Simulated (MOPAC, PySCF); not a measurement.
[Cd(NH2)(F)], neutral singlet in the gas phase. 

Cartesian coordinates (Å):
```xyz
5

Cd     0.1167    -0.0815    -0.0396
N     -0.9159    -1.8142     0.0393
H     -0.2564    -2.5814     0.2441
H     -1.2726    -2.0280    -0.9055
F      0.9928     1.6520     0.0196
```
Charge 0, multiplicity 1.

All levels are single points at this geometry (PBE-D3(BJ)/def2-SVP); Pople sets use spherical d functions. Orbital energies aren't observables, and empty levels follow the basis.

B3LYP-D3(BJ)/def2-TZVP in PySCF gives gap (eV) = 5.56.

**Question.** Estimate the gap (eV) from each of these levels: TPSSh-D3(BJ)/def2-TZVP in PySCF; BP86/6-31G* (LANL2DZ on Cd) in PySCF; PBE/6-31G* (LANL2DZ on Cd) in PySCF; HF/6-31G* (LANL2DZ on Cd) in PySCF; PM7 in MOPAC.

**Answer.** 
```tsv
level	gap (eV)
TPSSh-D3(BJ)/def2-TZVP in PySCF	4.99
BP86/6-31G* (LANL2DZ on Cd) in PySCF	3.67
PBE/6-31G* (LANL2DZ on Cd) in PySCF	3.65
HF/6-31G* (LANL2DZ on Cd) in PySCF	12.19
PM7 in MOPAC	9.73
```
